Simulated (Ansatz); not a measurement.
Isolated molecules relaxed with PBE0-D4/def2-TZVP in Ansatz; ΔE leaves out vibrations. CBS: MP2 limit from def2 TZ/QZ plus the TZ coupled-cluster correction, frozen cores. Functionals use def2-TZVPP. One conformer a species, not always the lowest.

Reaction (isomerisation): `CBN[SiH3]` → `CB(N)[SiH3]`

Question: Is it downhill or uphill in electronic energy at CCSD(T)/CBS, and by how much? (An estimate is asked.)

Answer: The calculation gave: Uphill: ΔE = +0.57 eV.

Question: What do these levels give: LDA (SPW92), revPBE-D4, B97M-V, BHLYP-D4, PBE-QIDH, BLYP, r2SCAN, PBE0, RPA@PBE/def2-TZVPP, CCSD/def2-SVP, HF/def2-TZVPP, MP2/def2-TZVPP? (Estimate.)

Answer: The calculation gave: LDA (SPW92) 0.37, revPBE-D4 0.39, B97M-V 0.50, BHLYP-D4 0.63, PBE-QIDH 0.54, BLYP 0.48, r2SCAN 0.50, PBE0 0.43, RPA@PBE/def2-TZVPP 0.56, CCSD/def2-SVP 0.48, HF/def2-TZVPP 0.74, MP2/def2-TZVPP 0.63 eV.

Largest T1 diagnostic among the species: 0.013.

In def2-TZVPP, CCSD(T) changes the Hartree–Fock value by −0.18 eV (the triples alone add −0.02 eV) and MP2 by −0.11 eV. From BLYP to BHLYP (50 % exact exchange), in def2-TZVPP and without D4, ΔE moves by +0.15 eV. Leaving LDA and LC-ωPBE aside and taking each functional with its dispersion term where it has one, the values, not all of them listed here, spread over 0.26 eV, from PBE-D4 to BHLYP-D4.
